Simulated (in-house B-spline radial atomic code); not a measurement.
# Ga3+: [Ne] 3s2 3p5 3d10 4s1 (an excited or competing configuration)

All numbers are computed (Dirac-Hartree-Fock, average of configuration; Fermi nucleus of rms radius 3.9973 fm) with a B-spline radial code for spherical atoms, not measured.

Effective charges: Z_r = [3n² - l(l+1)]/(2<r>) from the radius, Z_e = n√(-2ε) from the energy, and Slater's rules. Values are occupation-weighted means over j.

```json
{"shell": "1s", "electrons": "2", "ε (eV)": "-10498", "<r> (bohr)": "0.04857", "Z_r": "30.88", "Z_e": "27.78", "Slater": "30.70"}
{"shell": "2s", "electrons": "2", "ε (eV)": "-1388.7", "<r> (bohr)": "0.2166", "Z_r": "27.70", "Z_e": "20.21", "Slater": "26.85"}
{"shell": "2p", "electrons": "6", "ε (eV)": "-1210.7", "<r> (bohr)": "0.1907", "Z_r": "26.22", "Z_e": "18.87", "Slater": "26.85"}
{"shell": "3s", "electrons": "2", "ε (eV)": "-221.05", "<r> (bohr)": "0.6458", "Z_r": "20.90", "Z_e": "12.09", "Slater": "20.10"}
{"shell": "3p", "electrons": "5", "ε (eV)": "-167.59", "<r> (bohr)": "0.6695", "Z_r": "18.67", "Z_e": "10.53", "Slater": "20.10"}
{"shell": "3d", "electrons": "10", "ε (eV)": "-74.796", "<r> (bohr)": "0.7431", "Z_r": "14.13", "Z_e": "7.03", "Slater": "10.85"}
{"shell": "4s", "electrons": "1", "ε (eV)": "-43.713", "<r> (bohr)": "1.94", "Z_r": "12.37", "Z_e": "7.17", "Slater": "6.55"}
```

The least bound orbital is 4s1/2 at -43.71 eV, and it is also the most diffuse (<r> = 1.94 bohr). The part-filled 3p shell lies below the filled 3d shell in orbital energy.

Spin-orbit splittings of the orbital energies (j = l + 1/2 above j = l - 1/2 when positive): 2p 28.02 eV, 3p 3.904 eV, 3d 0.5488 eV.

For the 1s electron the small component carries 1.26 % of the norm, the zero-frequency Breit interaction raises the level by 14.58 eV, self-energy by 7.526 eV, and vacuum polarisation lowers it by 0.7116 eV.
